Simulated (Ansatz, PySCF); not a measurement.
Reaction (SMILES): CC(F)(F)F [1,1,1-trifluoroethane] -> C[C](F)F + F atom (the C-F bond at the site shown breaks; other sites are not compared here)
Each molecule is optimised on its own at B3LYP-D3(BJ)/def2-TZVP (Ansatz, a program for electronic structure).
Geometry of the first species:
```
C
F 1 1.3503
F 1 1.3503 2 107.01
F 1 1.3503 2 107.01 3 -114.42
C 1 1.5015 2 111.83 3 122.79
H 5 1.0883 1 109.29 2 180.00
H 5 1.0883 6 109.65 1 119.78
H 5 1.0883 6 109.65 7 120.45
```

Wanted: bond dissociation energy (0 K, with B3LYP-D3(BJ) harmonic zero-point energies from PySCF), in eV. Correlated levels leave the core frozen unless marked. UHF or UKS for open shells. No spin-orbit coupling. Non-relativistic. CBS(X,Y): correlation extrapolated as X^-3; Hartree-Fock from the larger set (for Q and 5 zeta extrapolated as (X+1)exp(-9√X)). [CCSD(T)-MP2]/basis is that difference in the basis named.

```tsv
level	program	bond dissociation energy (eV)	minus last row
BLYP/def2-TZVPD	Ansatz	5.19	-0.32
CAM-B3LYP-D3(BJ)/def2-TZVPD	Ansatz + dftd3	5.36	-0.15
RPA@PBE/cc-pVTZ	Ansatz	4.97	-0.54
MP2/aug-cc-pVQZ	Ansatz	5.80	0.29
SCS-MP2/6-31G	Ansatz	4.43	-1.08
SCS-MP2/cc-pVQZ	Ansatz	5.63	0.12
CCSD/6-31G*	Ansatz	5.26	-0.25
RI-MP2/CBS(aug-cc-pVTZ,aug-cc-pVQZ)+[CCSD(T)-MP2]/aug-cc-pVTZ	Ansatz	5.53	0.02
RI-MP2/CBS(cc-pVTZ,cc-pVQZ)+[CCSD(T)-MP2]/cc-pVTZ	Ansatz	5.53	0.02
CCSD(T)/CBS(cc-pVQZ,cc-pV5Z)	Ansatz	5.51	0.00
```
